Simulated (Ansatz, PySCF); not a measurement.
Reaction (SMILES): [Br][Sn][Br] -> [Br][Sn][Br] as doublet, charge +1 + e-
Geometries: B3LYP-D3(BJ)/def2-TZVP minima from Ansatz (a first-principles code). Frequencies are from Ansatz or PySCF. A spin state is the lowest found, not a proven ground state.
Geometry of the first species:
SMILES: [Br][Sn][Br]
```xyz
3

Sn     0.0111    -0.0013     0.9566
Br     0.9780     1.6801    -0.6925
Br    -0.9940    -1.6782    -0.6740
```
Charge 0, spin multiplicity 1.

Property: adiabatic ionisation energy (0 K, with B3LYP-D3(BJ) harmonic zero-point energies), in eV. Cores are frozen in the correlated levels unless marked. Open shells are spin-unrestricted. Spin-orbit coupling is left out. Frozen are the shells of the preceding noble gas and the d and f shells that filled before the atom's block. Past Kr the def2 sets carry scalar-relativistic core potentials. CBS marks a two-point X^-3 extrapolation of the correlation energy; Hartree-Fock from the larger set. The bracket is a focal-point correction in the basis named.

| level | program | adiabatic ionisation energy (eV) |
|---|---|---|
| HF/def2-TZVPD | PySCF | 8.79 |
| PBE/def2-TZVPD | Ansatz | 9.31 |
| PBE0-D4/def2-TZVP | Ansatz + dftd4 | 9.44 |
| PBE0/def2-TZVP | Ansatz | 9.43 |
| BHLYP-D3(BJ)/def2-TZVPD | Ansatz + dftd3 | 9.50 |
| HSE06-D3(BJ)/def2-TZVPD | Ansatz + dftd3 | 9.43 |
| RPA@PBE/def2-QZVPP | Ansatz | 9.63 |

What does RI-MP2/CBS(def2-TZVPPD,def2-QZVPPD)+[CCSD(T)-MP2]/def2-TZVPPD (Ansatz) give?

9.51 eV
